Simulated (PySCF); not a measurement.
Computed shifts of a molecule C4H4O2, KT2/pcSseg-1 (PySCF), GIAO, gas phase, equivalent atoms averaged, in ppm (number of nuclei): ¹³C: 157.1 (1), 127.6 (1), 109.3 (1), 77.3 (1). ¹H: 6.99 (1), 6.40 (1), 5.21 (1), 4.17 (1). References: ¹⁷O against H2O (σ = 330.4 ppm); ¹³C against TMS (σ = 185.1 ppm); ¹H against TMS (σ = 31.47 ppm), references at their B3LYP-D3(BJ)/def2-TZVP geometries, non-relativistic. Geometry optimised at PBE0-D3(BJ)/def2-SVP. The values are those of a single conformer.

Task: Identify the compound among the candidates.
(A) C1=COC=CO1
(B) Oc1ccco1
(C) C=C1OCC1=O
(D) Oc1ccoc1

Result: B, Oc1ccco1
